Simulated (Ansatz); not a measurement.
C3H6, charge -1, doublet, at a GFN2-xTB geometry (a state made from the parent by changing its charge; the spin is typed, not shown lowest) (a gas-phase anion, which may not be bound at this level); BLYP/3-21G (Ansatz, an electronic-structure program).

Input for Ansatz:
Ansatz 0.2 input:
```yaml
crystal:
  periodic: [false, false, false]
  atoms:
    - {symbol: C, position_ang: [-1.20759453, 0.12774977, -0.21719382]}
    - {symbol: C, position_ang: [0.12535459, 0.26959875, 0.46244766]}
    - {symbol: C, position_ang: [1.26525009, -0.39375363, -0.15227048]}
    - {symbol: H, position_ang: [-1.68982641, -0.88261753, -0.14525583]}
    - {symbol: H, position_ang: [-1.94466203, 0.83698572, 0.19348954]}
    - {symbol: H, position_ang: [-1.11133728, 0.33797787, -1.28829975]}
    - {symbol: H, position_ang: [0.05180971, 0.11466891, 1.55346659]}
    - {symbol: H, position_ang: [1.37231633, -0.21006234, -1.23402640]}
    - {symbol: H, position_ang: [2.22363882, -0.21852194, 0.36272571]}
basis:
  gaussian:
    orbitals: 3-21G.json
hamiltonian:
  xc: blyp
total_charge: -1
magnetization: {spin_polarized: true, initial_magnetization: 1}
```
The basis file holds 3-21G in the JSON format of the Basis Set Exchange.

Output, abridged:

```
Functional definition: BLYP
508 factors; integrals over basis functions are off by at most 1.1e-3 eV
mean field evaluation 1: about -3182.7896 eV, gradient 2.4e1 eV
mean field evaluation 2: about -3177.0945 eV, gradient 3.7e1 eV
mean field evaluation 4: about -3185.6872 eV, gradient 3.4e0 eV
mean field evaluation 8: about -3185.7022 eV, gradient 1.3e-1 eV
mean field -3185.70228243 eV, -117.0723995328 hartree, gradient 3.2e-5 eV, S^2 0.751444; 0 other end points of the search recorded, 0 dependent functions left out
reference -3185.70247512 eV, -117.0724066138 hartree; 13, 12 occupied and 26, 27 virtual orbitals, 508 factors
Total energy: -3185.70247512 eV, -117.0724066138 hartree
```
